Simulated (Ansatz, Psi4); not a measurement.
**Heat of formation of HBr (hydrogen bromide) from total energies**

HBr has 2 atoms, charge 0, and is taken as a singlet. SMILES: `Br`. The shape is that of a PBE0-D4/def2-TZVP optimisation.

```
atom    x (Å)    y (Å)    z (Å)
  Br  -0.6032   0.2180  -0.3050
   H   0.6032  -0.2180   0.3050
```

Total energies at wB97M-V/cc-pVTZ (Psi4 1.11); the atoms run unrestricted:

| species | state | energy (Eh) |
| --- | --- | --- |
| HBr | singlet | -2574.655096 |
| Br | doublet | -2574.014512 |
| H | doublet | -0.494114 |

Harmonic wavenumbers at PBE0-D4/def2-TZVP, in cm⁻¹: 2668.

Measured heats of formation of the gaseous atoms at 298.15 K, in kJ/mol: Br 111.9, H 218.0. Spin-orbit lowering of the atoms at 298 K (mean of the ground term's levels less their thermal mean, from spectra), in kJ/mol: Br 14.69. Take 1 Eh = 2625.50 kJ/mol, 1 cm⁻¹ = 0.0119627 kJ/mol, RT = 2.479 kJ/mol.

Problem. What heat of formation follows?

Solution. 
1. Electronic atomisation energy: (-2574.014512) + (-0.494114) − (-2574.655096) = 0.146470 Eh = 384.6 kJ/mol.
2. Zero-point energy: half the sum of the wavenumbers, 1334 cm⁻¹ = 16.0 kJ/mol.
3. Thermal vibrational enthalpy, Σ hcν̃/(exp(hcν̃/kT) − 1): 0.0 kJ/mol. Translation, rotation and pV of a linear molecule: 3.5 RT = 8.7 kJ/mol.
4. The 2 free atoms carry 5/2 RT each: 12.4 kJ/mol.
5. Spin-orbit coupling lowers the free atoms by 14.69 = 14.7 kJ/mol.
6. Atomisation enthalpy at 298 K: 384.6 − 14.7 − 16.0 − 0.0 − 8.7 + 12.4 = 357.6 kJ/mol.
7. Sum of the atoms' heats of formation: 329.9 kJ/mol. Heat of formation: 329.9 − 357.6 = -27.7 kJ/mol.

The tabulated value is -35.9 kJ/mol (Active Thermochemical Tables), so this level is off by +8.1 kJ/mol, or 2.2 % of the atomisation enthalpy that the table implies (365.7 kJ/mol). Relativity is left out. Anharmonicity and any spin-orbit splitting of the molecule are left out.
